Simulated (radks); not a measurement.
The germanium ion Ge+ inside a hard spherical wall (all orbitals vanish at R), configuration held at [Ar] 3d10 4s2 4p1 and not refilled when levels cross. Method: scalar-relativistic Kohn-Sham, PBE, spin-unpolarised, spherical densities, point nucleus; computed with a radial shooting solver on a logarithmic mesh with Libxc functionals. Eigenvalues in eV, with the zero of energy where the potential of the charges vanishes at infinity; a dash marks a level that is unbound or too diffuse for the functional's potential to be trusted. A positive occupied level is held by the wall or, in an anion where self-interaction has pushed it up, behind a barrier. The pressure on the wall is -dE/dV.

| R (bohr) | E (hartree) | kinetic (hartree) | e(3p) | e(3d) | e(4s) | e(4p) | e(5s, empty) | e(4d, empty) | pressure (GPa) |
|---|---|---|---|---|---|---|---|---|---|
| free | -2098.55962 | 2136.597 | -124.65 | -38.319 | -19.859 | -11.242 | -4.563 | - | 0 |
| 20 | -2098.55962 | 2136.597 | -124.65 | -38.319 | -19.859 | -11.242 | -4.563 | - | < 0.0001 |
| 15 | -2098.55962 | 2136.597 | -124.65 | -38.319 | -19.859 | -11.242 | -4.561 | -3.002 | < 0.0001 |
| 12 | -2098.55962 | 2136.597 | -124.65 | -38.319 | -19.859 | -11.242 | -4.525 | -2.956 | < 0.0001 |
| 10 | -2098.55960 | 2136.597 | -124.65 | -38.317 | -19.858 | -11.241 | -4.370 | -2.822 | 0.000542 |
| 5 | -2098.52615 | 2136.819 | -123.66 | -37.350 | -19.081 | -10.059 | 5.342 | 2.026 | 4.83 |
| 3.5 | -2098.19865 | 2138.320 | -119.61 | -33.405 | -14.620 | -3.630 | 34.325 | 14.616 | 114 |
| 2 | -2092.62961 | 2157.395 | -94.815 | -8.241 | 36.898 | 57.852 | 227.59 | 94.215 | 7800 |
| 1.5 | -2077.77359 | 2204.049 | -56.766 | 33.687 | 148.59 | 176.62 | 529.67 | 215.92 | 61000 |
